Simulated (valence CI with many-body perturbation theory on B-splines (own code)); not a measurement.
## Mo III: calculated level list

Calculated by valence CI with perturbative core correlation (CI+MBPT): four valence electrons over a frozen Dirac-Fock core [Kr], radial functions for each j: 7 s, 7 p, 8 d, 6 f, 4 g, 1 h, with the one-electron correlation potential Σ1 (screened to all orders), the two-electron term Σ2, the three-electron term Σ3, Breit, model QED; selected single and double excitations, second order for the rest, scaled by the run's own slope (own B-spline code, finite nucleus).

Against 67 measured levels this calculation errs by 561 cm⁻¹ on average and by 1275 at most. These come from a selection out of Sugar and Musgrove, J. Phys. Chem. Ref. Data 17, 155 (1988). Levels without a partner in it may be off by more, other configurations by 1,000 to 8,000 cm⁻¹. Among the levels kept, up to 470 cm⁻¹ of a level comes from second order outside the variational space, and about a tenth of that is noise between levels of different J, which matters for small intervals.

Levels 136 to 180 of 205, with energies above the lowest level, 4d⁴ ⁵D_0. "Leading %" is the weight of the configuration and term that name the level; weights of strongly mixed levels are sums over their largest components and can fall short. Lifetimes count E1, E2, E3, M1 and M2 decay at the calculated energies, and are blank where another channel may lead or the interval is too uncertain; long ones can be off by a factor of two.

```
No.  Configuration  Term  J  E (cm⁻¹)  Leading %  Second component      g  Lifetime
136          4d³5p   ³I°  6     92178         90     5 % 4d³5p ³H°  1.034   2.41 ns
137          4d³5p   ³S°  1     92715         77     8 % 4d³5p ³P°  1.881    919 ps
138          4d³5p   ³F°  2     93059         76    11 % 4d³5p ³D°  0.766    830 ps
139          4d³5p   ¹G°  4     93094         78     8 % 4d³5p ³H°  1.005   1.37 ns
140          4d³5p   ¹P°  1     93220         68    10 % 4d³5p ³D°  0.993    785 ps
141          4d³5p   ³I°  7     93287         97                    1.143   2.47 ns
142          4d³5p   ³D°  3     93654         47    37 % 4d³5p ³F°  1.203    797 ps
143          4d³5p   ³D°  1     93969         82     8 % 4d³5p ¹P°  0.613    846 ps
144          4d³5p   ³D°  2     93971         72    15 % 4d³5p ³P°  1.210    900 ps
145          4d³5p   ³D°  3     94238         85     6 % 4d³5p ³F°  1.310    888 ps
146          4d³5p   ³F°  4     94438         91                    1.242    867 ps
147          4d³5p   ³D°  1     94497         77    12 % 4d³5p ¹P°  0.634    816 ps
148          4d³5p   ³D°  2     95076         89     4 % 4d³5p ³P°  1.175    785 ps
149          4d³5p   ³G°  5     95119         51    44 % 4d³5p ¹H°  1.106    654 ps
150          4d³5p   ³D°  3     95305         64    15 % 4d³5p ³G°  1.188   1.05 ns
151          4d³5p   ¹I°  6     95721         88     8 % 4d³5p ³H°  1.014   1.08 ns
152          4d³5p   ³G°  3     95845         67    18 % 4d³5p ³D°  0.898    799 ps
153          4d³5p   ³G°  4     96086         84                    1.055    824 ps
154          4d³5p   ³P°  2     96208         79     9 % 4d³5p ³D°  1.450    890 ps
155          4d³5p   ³P°  1     96374         67    14 % 4d³5p ¹P°  1.436    951 ps
156          4d³5p   ¹H°  5     96453         51    41 % 4d³5p ³G°  1.091    597 ps
157          4d³5p   ³P°  0     96762         93                             945 ps
158         4d²5s²    ¹D  2     97879         66    24 % 4d²5s² ³P  1.130   1.83 μs
159          4d³5p   ¹F°  3     97961         77     6 % 4d³5p ³G°  1.016    654 ps
160         4d²5s²    ³P  0     98476         91                             530 ns
161          4d³5p   ³S°  1     98847         53    21 % 4d³5p ¹P°  1.625    997 ps
162         4d²5s²    ³P  1     99051         91                    1.501    555 ns
163          4d³5p   ¹D°  2     99585         86                    1.008    718 ps
164          4d³5p   ¹P°  1     99760         52    33 % 4d³5p ³S°  1.328   1.08 ns
165          4d³5p   ³F°  2     99928         81    11 % 4d³5p ¹D°  0.720   1.21 ns
166          4d³5p   ³F°  3    100131         79    10 % 4d³5p ³G°  1.052   1.20 ns
167          4d³5p   ³F°  4    100558         80    11 % 4d³5p ³G°  1.218   1.23 ns
168         4d²5s²    ³P  2    100609         67    24 % 4d²5s² ¹D  1.366    781 ns
169          4d³5p   ³G°  3    102330         77     8 % 4d³5p ³F°  0.823   1.47 ns
170         4d²5s²    ¹G  4    102616         92                    1.001   1.48 μs
171          4d³5p   ¹D°  2    102998         84     9 % 4d³5p ³F°  0.969   1.05 ns
172          4d³5p   ³G°  4    103007         78    14 % 4d³5p ³F°  1.079   1.40 ns
173          4d³5p   ³G°  5    103383         95                    1.200   1.40 ns
174          4d³5p   ³D°  3    103463         82     5 % 4d³5p ³F°  1.287   1.07 ns
175          4d³5p   ³D°  2    104289         92                    1.160   1.05 ns
176          4d³5p   ³D°  1    104803         93                    0.506   1.03 ns
177          4d³5p   ¹G°  4    106094         90                    1.003   1.16 ns
178          4d³5p   ¹F°  3    106407         86                    1.009    898 ps
179          4d³5p   ³D°  1    114237         91                    0.526    838 ps
180          4d³5p   ³D°  2    114321         85     5 % 4d³5p ³P°  1.166    852 ps
```

Names give the largest LS component (configuration and term), which can be under half, so a name can repeat, a term be missing and a line seem to break the LS rules; names also repeat where a configuration has a term twice.

Where two levels of one J and parity lie close, their mixing, g and order are uncertain.
